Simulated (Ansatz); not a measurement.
Two isomers of CH5FSSi: A = `F[SiH2]CS`, B = `C[SiH](F)S`.

Gas-phase electronic energies from Ansatz, PBE0-D4/def2-TZVP geometries. CCSD(T)/CBS is the MP2 limit (def2-TZVPP, def2-QZVPP) plus CCSD(T) − MP2 in def2-TZVPP, frozen cores. Functionals use def2-TZVPP. B3LYP here is the variant with VWN-RPA as its local correlation; programs differ in this. Each species was taken in one conformer, which may not be the lowest.

Question: Which isomer does CCSD(T)/CBS put lower? Give the gap. (An estimate is asked.)

Answer: The calculation gave: B, by 129.2 kJ/mol.

Question: Give E(B) − E(A) in kJ/mol with HF/def2-TZVPP, LDA (SPW92), B3LYP-D4, PBE0-D4, CCSD(T)/def2-SVP, MP2/def2-TZVPP, ωB97M-V. (Estimate.)

Answer: Computed: HF/def2-TZVPP -127.4, LDA (SPW92) -129.7, B3LYP-D4 -128.0, PBE0-D4 -131.5, CCSD(T)/def2-SVP -121.2, MP2/def2-TZVPP -131.3, ωB97M-V -130.2. None reverses the order clearly.

Question: Does the order hold for the free energy at 298.15 K (harmonic terms from PBE0-D4)? (Estimate.)

Answer: Computed: Yes: G(B) − G(A) = -125.9 kJ/mol, for one conformer each.

Largest T1 diagnostic: 0.011.

At CCSD(T), def2-SVP lies +8.0 kJ/mol from the extrapolated value and def2-TZVPP +1.2 kJ/mol. Leaving LDA and LC-ωPBE aside and taking each functional with its dispersion term where it has one, the values, not all of them listed here, spread over 11.7 kJ/mol, from B97M-V to BLYP-D4.
